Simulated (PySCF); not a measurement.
Compound: C4H7F2NSi.
Cartesian coordinates in Å at the GFN2-xTB level; atoms count from 1:
```
atom  x, y, z in Å
F1    -1.9625   -1.2714   -1.1028
C2    -1.9130   -0.5216    0.0311
F3    -1.8222   -1.4127    1.0548
C4    -0.7554    0.4079    0.0214
C5    -0.5652    1.7408    0.0656
C6     0.9182    1.4929    0.0075
N7     0.5859    0.0616   -0.0435
Si8    1.4729   -1.4163   -0.0670
H9    -2.8731    0.0091    0.1274
H10   -1.1735    2.6163    0.1121
H11    1.4850    1.7658    0.8959
H12    1.4313    1.8384   -0.8880
H13    1.0347   -2.2140   -1.2115
H14    2.8479   -0.9406   -0.2127
H15    1.2844   -2.1482    1.1877
```

Probes without a nucleus sit at each ring's centroid and 1 Å off its mean plane on both sides; NICS is minus the shielding there, NICSzz its component along the normal. Level: GIAO PBE0/pcSseg-1 (PySCF, non-relativistic, gas phase) on the GFN2-xTB geometry, one conformer.

Ring bond lengths (Å), with Mayer bond orders in brackets: C4–C5 1.347 (1.53), C5–C6 1.505 (1.06), C6–N7 1.470 (0.92), N7–C4 1.387 (0.96).

Task: Give the NICS values of each ring in ppm.

Result: 
```
       ring                                                     type  NICS(0)  NICS(1), two faces  NICS(1)zz, two faces  rms pucker (Å)  centre to ring atoms, mean (Å)
C4–C5–C6–N7  4-membered ring with N; formal bonds 1 double, 3 single     -4.3         -2.3 / -2.4           -3.9 / -3.8            0.00                            1.01
```

Task: What can be read from them?

Result: 
- C4–C5–C6–N7: mean NICS(1)zz -3.8 ppm, shielded. C6 has four or more neighbours; no verdict on aromaticity is drawn.

Task: List the ring angles and the Hirshfeld charges of the ring atoms.

Result: 
- C4–C5–C6–N7: C4 96.4° (+0.016 e), C5 88.6° (-0.096 e), C6 86.5° (-0.017 e), N7 88.5° (-0.167 e); sum 360.0° against 360° for a flat convex ring.
